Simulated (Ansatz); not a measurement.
```yaml
crystal:
  periodic: [true, true, true]
  atoms:
    - {symbol: C, position_ang: [-0.285655, -0.963509, 0.761978]}
    - {symbol: C, position_ang: [0.329224, 0.264974, 0.466770]}
    - {symbol: Al, position_ang: [0.100356, 0.872727, -1.195000]}
    - {symbol: Cl, position_ang: [-0.920925, -0.105548, -2.500538]}
    - {symbol: Cl, position_ang: [0.867612, 2.542416, -1.765772]}
    - {symbol: H, position_ang: [-0.111068, -1.243430, 1.712333]}
    - {symbol: H, position_ang: [0.047963, -1.699771, 0.164867]}
    - {symbol: H, position_ang: [-1.282096, -0.919829, 0.639005]}
    - {symbol: H, position_ang: [0.006359, 0.988461, 1.092133]}
    - {symbol: H, position_ang: [1.324682, 0.216497, 0.626891]}
basis:
  gaussian: {orbitals: cc-pVDZ, nuclear_model: gaussian}
magnetization: {spin_polarized: true, initial_magnetization: 0}
hamiltonian: {xc: {name: rPW86-PBE}, dispersion: d3bj}
```

```sh
$ ansatz run in.yaml --threads 4 --pin off --events-out ev --progress --plain --max-ram 10444MiB
```

Shortened log:

```
Error: YAML parse error: error: line 2 column 3: crystal: missing field `lattice` (a structure is typed as `lattice` and `atoms`, a molecule's as `atoms` in Å alone, or read from a run's directory, `checkpoint`)
 --> <input>:2:3
1 | crystal:
2 |   periodic: [true, true, true]
3 |   atoms:
4 |     - {symbol: C, position_ang: [-0.285655, -0.963509, 0.761978]}
```

Question: What is wrong with this run?

Answer: The molecule is marked periodic without a cell. The program refused the input.
